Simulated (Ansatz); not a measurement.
`C[N](C)[Al]([OH])[OH]` → `[OH][Al][OH]`• + `C[N]C`•  (homolysis of the Al–N bond)

Isolated molecules relaxed with PBE0-D4/def2-TZVP in Ansatz; ΔE leaves out vibrations. CBS: MP2 limit from def2 TZ/QZ plus the TZ coupled-cluster correction, frozen cores. Functionals use def2-TZVPP. B3LYP here is the variant with VWN-RPA as its local correlation; programs differ in this. HSE06 is defined as in plane-wave codes. Open shells (•) are unrestricted, without spin–orbit coupling. One conformer a species, not always the lowest.

Q: What is ΔE at CCSD(T)/CBS? (Estimate.)

A: Ansatz gave: +98.0 kcal/mol.

Q: What do these levels give: HSE06-D4, r2SCAN, PBE0, B3LYP, r2SCANh, BHLYP, RPA@PBE/def2-TZVPP, HF/def2-SVP, CCSD/def2-SVP, CCSD(T)/def2-SVP, HF/CBS(def2), MP2/CBS(def2)? (Best estimate.)

A: Ansatz gave: HSE06-D4 90.7, r2SCAN 87.6, PBE0 88.5, B3LYP 87.3, r2SCANh 87.8, BHLYP 88.5, RPA@PBE/def2-TZVPP 91.7, HF/def2-SVP 72.1, CCSD/def2-SVP 94.7, CCSD(T)/def2-SVP 95.7, HF/CBS(def2) 67.1, MP2/CBS(def2) 103.7 kcal/mol.

Largest T1 diagnostic among the species: 0.016.

Leaving LDA and LC-ωPBE aside and taking each functional with its dispersion term where it has one, the values, not all of them listed here, spread over 11.0 kcal/mol, from revPBE-D4 to ωB97M-V. LDA lies +15.7 kcal/mol from PBE without D4, its usual overbinding. From PBE to PBE0 (25 % exact exchange), in def2-TZVPP and without D4, ΔE moves by +1.8 kcal/mol. In def2-TZVPP, CCSD(T) changes the Hartree–Fock value by +28.4 kcal/mol (the triples alone add +1.8 kcal/mol) and MP2 by +34.1 kcal/mol; breaking electron pairs costs correlation energy, which Hartree–Fock lacks.
